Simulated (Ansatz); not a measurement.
`CSc1ccccc1` at its PBE0-D4/def2-TZVP geometry, where that method's forces vanish. Total charge 0; spin multiplicity 1.

| atom | x (Å) | y (Å) | z (Å) |
| --- | --- | --- | --- |
| C1 | 0.097 | -0.931 | 2.769 |
| S2 | -0.804 | 0.433 | 2.039 |
| C3 | -0.357 | 0.353 | 0.346 |
| C4 | -0.909 | 1.326 | -0.490 |
| C5 | -0.611 | 1.340 | -1.840 |
| C6 | 0.242 | 0.387 | -2.383 |
| C7 | 0.790 | -0.578 | -1.555 |
| C8 | 0.497 | -0.601 | -0.199 |
| H9 | -0.150 | -0.912 | 3.831 |
| H10 | 1.175 | -0.806 | 2.658 |
| H11 | -0.216 | -1.890 | 2.353 |
| H12 | -1.575 | 2.074 | -0.073 |
| H13 | -1.049 | 2.102 | -2.474 |
| H14 | 0.475 | 0.399 | -3.441 |
| H15 | 1.457 | -1.329 | -1.964 |
| H16 | 0.939 | -1.367 | 0.424 |

Question: For each bond, give half the difference of the two atoms' forces along it (eV/Å; positive pushes the atoms apart) under PBE-D4, r2SCAN-D4, B3LYP-D4, ωB97M-V in def2-TZVPP. (An estimate is asked.)

Answer: Ansatz gave: 
```csv
bond,length (Å),PBE-D4,r2SCAN-D4,B3LYP-D4,ωB97M-V
C1–S2,1.790,0.15,0.15,0.27,0.14
C1–H9,1.090,0.10,-0.05,-0.10,-0.06
C1–H10,1.091,0.10,-0.03,-0.08,-0.09
C1–H11,1.091,0.10,-0.03,-0.08,-0.09
C3–C4,1.397,0.13,0.09,0.03,-0.03
C3–C8,1.392,0.15,0.11,0.04,-0.10
C4–C5,1.382,0.11,0.07,0.09,0.07
C4–H12,1.085,0.00,-0.10,-0.13,-0.07
C5–C6,1.389,0.12,0.09,0.12,0.06
C5–H13,1.084,0.01,-0.08,-0.15,-0.10
C6–C7,1.384,0.14,0.09,0.11,0.02
C7–C8,1.388,0.08,0.08,0.10,0.11
C7–H15,1.084,0.01,-0.08,-0.15,-0.10
C8–H16,1.082,0.00,-0.12,-0.16,-0.08
```

B3LYP here is the variant with VWN-RPA as its local correlation; programs differ in this.
